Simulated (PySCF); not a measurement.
## How methods differ on the ionisation energy of Os

Os [Xe] 4f14 5d6 6s2 (5D) → Os⁺ [Xe] 4f14 5d6 6s1 (6D), as a difference of total energies. Computed with PySCF 2.14 in aug-cc-pVQZ-PP with ECP60MDF, with scalar relativity through the core potential. Correlated levels: valence: 5s2 5p6 frozen. The calculations carry no spin-orbit coupling.

| method | ionisation energy (eV) | error (eV) |
| --- | --- | --- |
| UHF | 6.517 | -1.956 |
| LDA | 8.765 | +0.292 |
| PBE | 8.304 | -0.169 |
| PBE0 | 8.050 | -0.423 |
| r2SCAN | 8.052 | -0.421 |
| M06-L | 8.541 | +0.068 |
| MN15 | 8.437 | -0.036 |
| BHandHLYP | 8.126 | -0.347 |
| MP2 (valence) | 8.134 | -0.339 |
| SCS-MP2 (valence) | 8.377 | -0.096 |

Reference: 8.473 eV (measured; NIST levels, between the centres of gravity of the two terms).
